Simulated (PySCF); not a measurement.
## Exact mass, isotope pattern and composition

Species: `C1S[SiH2]S[C@@H]1S[SiH3]`.

Calculated from isotope tables alone.

Find the molar and monoisotopic masses of C2H8S3Si2.

For C2H8S3Si2, with standard atomic weights, 2 × 28.085 + 3 × 32.060 + 2 × 12.011 + 8 × 1.008 = 184.436 g/mol. From the most abundant isotopes (28Si, 32S, 12C, 1H), 2 × 27.976927 + 3 × 31.972071 + 2 × 12.000000 + 8 × 1.007825 = 183.9327 u.

Work out the cluster of the molecular ion M+•, one line a nominal mass.

```tsv
nominal mass	m/z (centroid)	relative intensity
184	183.9321	100.0
185	184.9323	14.8
186	185.9284	21.1
187	186.9285	2.6
188	187.9248	1.8
189	188.9249	0.2
```

Lines under 0.1 % of the tallest are left out. One electron mass, 0.00055 u, is taken off. Abundances used (%; other tables differ somewhat): 28Si 92.2297, 29Si 4.6832, 30Si 3.0872; 32S 94.93, 33S 0.76, 34S 4.29, 36S 0.02; 12C 98.93, 13C 1.07; 1H 99.9885, 2H 0.0115.

Which m/z would the protonated, sodiated and deprotonated molecule have?

[M+H]+ 184.9399, [M+Na]+ 206.9219, [M−H]− 182.9254, for the monoisotopic species (arithmetic only; whether such ions form is another matter).

What share of all molecules is the monoisotopic species?

0.922297^2 × 0.9493^3 × 0.9893^2 × 0.999885^8 = 71.16 %.

Count the protons, neutrons and electrons of the monoisotopic species, and give its exact less its nominal mass.

96 protons, 88 neutrons and 96 electrons; 183.9327 − 184 = -0.0673 u.
